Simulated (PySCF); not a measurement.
Gas-phase reaction: GeI4 + GeF3 ⇌ 2 GeI2 + 3 F

Method: PySCF energies plus ideal-gas RRHO corrections (1 bar). † marks an energy on the PBE0/def2-TZVP geometry and frequencies; other levels use their own. MP2 freezes the core. Open shells (unrestricted): GeF3 (multiplicity 2), F (multiplicity 2, electronic degeneracy 6); the rest are closed-shell singlets. Spin-orbit splitting is ignored; it lowers the true energy and changes the entropy of F. B3LYP is the form with VWN-RPA correlation. I: scalar-relativistic def2 core potential, no spin-orbit coupling. Ge: all electrons, no relativistic terms. GeF3: computed as isolated molecules; such fragments, hydroxides, amides, oligomers or adducts are transient or little studied in the gas. MP2 isn't extrapolated to the basis-set limit; its ΔH°(298 K) is 1189.4 kJ in def2-SVP and 1276.1 kJ in def2-TZVPP. The harmonic model lacks anharmonicity and excited electronic states, which grow with temperature; levels with a mode under 35 cm⁻¹ are left out. Soft modes under 120 cm⁻¹ make the harmonic entropy rough for GeI4, GeI2.

```csv
level,"ΔE electronic, kJ","ΔH°(298 K), kJ","ΔS°(298 K), J/K","ΔG°(1800 K), kJ"
B3LYP/def2-TZVP†,1100,1089,420,341
HF/def2-TZVP†,814,803,420,54
M06-2X/def2-TZVP†,1217,1206,420,458
MP2/def2-SVP†,1200,1189,420,441
MP2/def2-TZVPP†,1287,1276,420,528
PBE/def2-SVP,1182,1172,416,432
PBE/def2-TZVP†,1180,1169,420,421
PBE0/def2-QZVP†,1144,1133,420,385
PBE0/def2-TZVP,1138,1127,420,378
ωB97M-V/def2-TZVP†,1174,1163,420,415
```
ΔH° is lowest at HF/def2-TZVP† and highest at MP2/def2-TZVPP†. No reference value is set beside these.
